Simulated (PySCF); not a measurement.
SiCl2, SMILES Cl[Si]Cl (connectivity only; charge and spin as stated), neutral, multiplicity 1. Heavy atoms are numbered as in [Si:1]([Cl:2])[Cl:3].

The structure is a stationary point at PBE0-D3(BJ)/def2-TZVP. The isomer is the one that the SMILES or the coordinates give; other isomers of the formula were not compared.

All values below come from PySCF with PBE/def2-TZVPD.

Mulliken values depend strongly on the basis, most of all with diffuse functions as here. ESP charges are fitted to the potential on shells at 1.4 to 2.0 van der Waals radii. Atomic charges (e), one atom of each kind:

| atom | ESP fit | IAO | Mulliken |
|---|---|---|---|
| Si1 | ? | 0.51 | 0.34 |
| Cl2 | ? | -0.25 | -0.17 |

Complete the blanks. (The exact figures need the calculation; the answer reports its results.)


- Si1, ESP fit: 0.14
- Cl2, ESP fit: -0.07
